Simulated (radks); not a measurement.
Spherical jellium clusters: N electrons in a uniform positive sphere of charge N and radius rs N^(1/3), rs = 3.5 bohr. Calculated with a radial shooting solver with Libxc functionals: non-relativistic Kohn-Sham, PBEsol, spin-polarised, spherical densities. Levels are named by radial order and angular momentum (1s, 1p, 1d, 2s, ...), and open shells are averaged over m.

N = 21, configuration 1s2 1p6 1d10 2s2 1f(up 1, down 0). This is the lowest configuration that the search found. Occupied levels:

| level | occupation | eigenvalue (eV) | <r> (bohr) |
|---|---|---|---|
| 1s up | 1 | -5.9240 | 6.131 |
| 1s down | 1 | -5.8878 | 6.049 |
| 1p up | 3 | -4.9881 | 7.179 |
| 1p down | 3 | -4.9258 | 7.123 |
| 1d up | 5 | -3.7798 | 7.969 |
| 1d down | 5 | -3.6983 | 7.933 |
| 2s up | 1 | -3.1075 | 6.686 |
| 2s down | 1 | -3.0592 | 6.707 |
| 1f up | 1 | -2.3723 | 8.709 |

Energy (eV): total -37.8146, kinetic 45.610, external -1465.5, Hartree 721.44, exchange-correlation -84.988, background 745.65.
